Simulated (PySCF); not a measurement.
These are PBE-D3(BJ)/def2-TZVP // r2SCAN-D4/def2-SVP (PySCF) values and carry that method's errors. Isolated molecules, 0 K electronic values unless said otherwise. One relaxed conformer stands for a flexible species; it need not be the lowest. 

Reference species: [Nb(NH2)5] (neutral, multiplicity 1).

```
Item                                                             Value
------------------------------------------------------------  --------
mean distance from the central atom to its bonded neighbours   2.012 Å
HOMO                                                          -5.13 eV
```

Changed species: [Nb(Cl)2(NH2)3] (3 of 5 Cl replaced by NH2; the reference has 5 of 5 Cl replaced by NH2).

**Question.** Predict the effect on the mean distance from the central atom to its bonded neighbours and HOMO.

**Answer.** the mean distance from the central atom to its bonded neighbours rises by 0.120 Å, to 2.132 Å; the HOMO drops by 1.04 eV, to -6.17 eV.
